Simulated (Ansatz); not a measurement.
Reactions of `O[Si]([SiH3])([SiH3])Cl`.

Computed with Ansatz on PBE0-D4/def2-TZVP structures; ΔE is electronic, products minus reactants. CBS: MP2 limit from def2 TZ/QZ plus the TZ coupled-cluster correction, frozen cores. This one scheme is used for every species, atoms too. DFT in def2-TZVPP. No spin–orbit coupling; open shells (•) take unrestricted orbitals. Spin–orbit coupling would lower the free atoms: a little for Cl, O, Si. Bonds to Br, Ga are less sure, by a few kJ/mol each and by 10 to 20 or more in all where they break to atoms, as the def2 sets lack core-valence functions. Scalar relativity is left out up to krypton. One conformer a species, not always the lowest.

```
                                                                                           reaction  PBE-D4 (eV)  ωB97M-V (eV)  CCSD/CBS(def2) (eV)  PBE0-D4 (eV)
    `O[Si]([SiH3])([SiH3])Cl` + `[CH2]1[CH2][GaH]1` → `[SiH3][CH]1[CH2][GaH]1` + `O[SiH]([SiH3])Cl`        -0.64         -0.64                -0.58         -0.52
                                      `O[Si]([SiH3])([SiH3])Cl` + H₂S → `O[Si]([SiH3])(S)Cl` + SiH₄        -0.64         -0.78                -0.74         -0.68
                                               `O[Si]([SiH3])([SiH3])Cl` → `O[SiH2][SiH]([SiH3])Cl`         0.15          0.14                 0.12          0.14
                                                `O[Si]([SiH3])([SiH3])Cl` → Cl• + 7 H• + O• + 3 Si•        38.92         39.11                38.74         38.62
                                         `O[Si]([SiH3])([SiH3])Cl` → `O[Si]([SiH3])Cl`• + `[SiH3]`•         3.12          3.31                 3.27          3.18
                                          `O[Si]([SiH3])([SiH3])Cl` → `O[SiH]([SiH3])Cl` + `[SiH2]`         2.62          2.35                 2.36          2.66
                                     `O[Si]([SiH3])([SiH3])Cl` + HCl → `O[Si]([SiH3])(Cl)Cl` + SiH₄        -1.00         -1.22                -1.17         -1.06
                         `O[Si]([SiH3])([SiH3])Cl` + `C=CBr` → `C=C([SiH3])Br` + `O[SiH]([SiH3])Cl`         0.09         -0.09                -0.09          0.05
`O[Si]([SiH3])([SiH3])Cl` + `[CH3][Al]([OH])[OH]` → `[CH3][Al]([OH])[O][SiH3]` + `O[SiH]([SiH3])Cl`        -0.86         -1.19                -1.22         -0.98
                   `O[Si]([SiH3])([SiH3])Cl` + `NC(O)(F)F` → `OC(F)(F)N[SiH3]` + `O[SiH]([SiH3])Cl`        -0.28         -0.54                -0.53         -0.34
```

Problem. Give the CCSD(T)/CBS values in the same order. (Best estimate.)

Solution. The calculation gave: -0.63, -0.74, 0.12, 39.21, 3.34, 2.43, -1.15, -0.08, -1.16, -0.50 eV.

Largest T1 diagnostic: 0.017, for `[SiH3][CH]1[CH2][GaH]1`.
